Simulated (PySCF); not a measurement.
C₃H₈S₂, SMILES CSCSC, singlet at its GFN2-xTB optimised geometry (Å):

```
13

C      1.3897    -0.6103     0.0000
S     -0.4218    -0.6103     0.0000
C     -0.6873     1.1879     0.0000
S     -0.1596     2.0102    -1.5321
C     -1.3949     1.3017    -2.6518
H      1.7096    -1.6332    -0.1654
H      1.7356     0.0308    -0.8069
H      1.7527    -0.2522     0.9598
H     -0.1169     1.6332     0.8116
H     -1.7527     1.3506     0.1440
H     -1.3875     0.2207    -2.5353
H     -1.1065     1.5760    -3.6610
H     -2.3748     1.7087    -2.4155
```

Method: PBE/def2-TZVP run with PySCF 2.14.0. Cells within 0.4 Å of a nucleus heavier than hydrogen are left out (blank, or x).

Map of the Laplacian of the electron density (e/bohr⁵), clipped to [-1.50, 1.50] on the plane z = 0.0 Å:

```
|5555555555555555555555555555555|
|5555555555555555555555555555555|
|5555555555555555555555555555555|
|5555555555555555555555555555555|
|5555555555555555555555555555555|
|5555555555555555555555555555555|
|5555555555555555555555555555555|
|5555555555555555555555555555555|
|5555555555555555555555555555555|
|5555555544447545555555555555555|
|555555550025xx55555555555555555|
|55555555433xxx65555555555555555|
|5555555555548545555555555555555|
|5555555555554345555555555555555|
|5555555555554345555555555555555|
|5555555555554554555555555555555|
|5555555555549xx94444x8455555555|
|555555555555xxx9343xxx555555555|
|5555555555549xx9344xxx455555555|
|5555555555546996455421455555555|
|5555555555554445555532355555555|
|5555555555555555555540155555555|
|5555555555555555555554555555555|
|5555555555555555555555555555555|
|5555555555555555555555555555555|
|5555555555555555555555555555555|
|5555555555555555555555555555555|
|5555555555555555555555555555555|
|5555555555555555555555555555555|
|5555555555555555555555555555555|
|5555555555555555555555555555555|
```
Scale: ten equal steps from -1.50 (start of '0') to 1.50 (end of '9'), in the order '0123456789'; x runs from -4.00 to 4.00, y from -4.00 (bottom) to 4.00 (top).
